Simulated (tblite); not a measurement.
Compound: C2H9NSSi2.
Numbering: `[CH2:1]=[CH:2][S:3][SiH2:4][NH:5][SiH3:6]` (hydrogens: H7, H8 on C1; H9 on C2; H10, H11 on Si4; H12 on N5; H13, H14, H15 on Si6)

Computed geometry: GFN2-xTB, gas phase.

Problem. List the bond lengths, angles and torsions at this level.

Solution. 
```tsv
bond	length (Å)
C1=C2	1.322
C2–S3	1.753
S3–Si4	2.158
Si4–N5	1.721
N5–Si6	1.739
C1–H7	1.077
C1–H8	1.076
C2–H9	1.080
Si4–H10, Si4–H11	1.458
N5–H12	1.009
Si6–H13, Si6–H14, Si6–H15	1.462
```

Bonds in one row agree within 0.01 Å and their mean is given. A selection of angles:
```tsv
angle	degrees
C2–C1–H7	120.4
C2–C1–H8	122.7
H7–C1–H8	116.9
C1–C2–S3	128.0
C1–C2–H9	121.8
S3–C2–H9	110.2
C2–S3–Si4	106.1
S3–Si4–N5	108.1
S3–Si4–H10	102.1
S3–Si4–H11	108.6
N5–Si4–H10	113.7
N5–Si4–H11	111.1
H10–Si4–H11	112.5
Si4–N5–Si6	129.9
Si4–N5–H12	115.5
Si6–N5–H12	114.5
N5–Si6–H13	105.1
N5–Si6–H14	108.6
N5–Si6–H15	108.3
H13–Si6–H14	112.3
H14–Si6–H15	110.5
```

Torsions: C1–C2–S3–Si4 4° (synperiplanar); C2–S3–Si4–N5 -66° (synclinal); S3–Si4–N5–Si6 178° (antiperiplanar). The mirror-image conformer, all signs reversed, is as good.

Si4 (SiH2 silicon) is distorted tetrahedral (angles from 102.1° to 113.7°). Of the pairs four or more bonds apart, Si4···H8 is among the closest relative to their van der Waals radii: 2.81 Å, 85 % of the sum of Bondi's values. N5 (nitrogen bridging silicon atoms) is planar (angles 129.9°, 115.5° and 114.5°, sum 359.9°, 0.03 Å off the plane of its three neighbours). Si6 (SiH3 silicon) is distorted tetrahedral (angles from 105.1° to 112.3°).

Point group: C1 (no symmetry element, even within 0.4 Å). GFN2-xTB frequencies show an imaginary mode (47i cm⁻¹), so the point is no minimum at that level. 3 starts were optimised and ended at 0.00, 0.84 and 0.85 kcal/mol (GFN2-xTB); the lowest of these is shown.

The run took 1.4 s on one thread, Arm Neoverse V1 (aarch64), shared host with 32 logical CPUs at a one-minute load of 25. That covers the optimisation of the geometry.
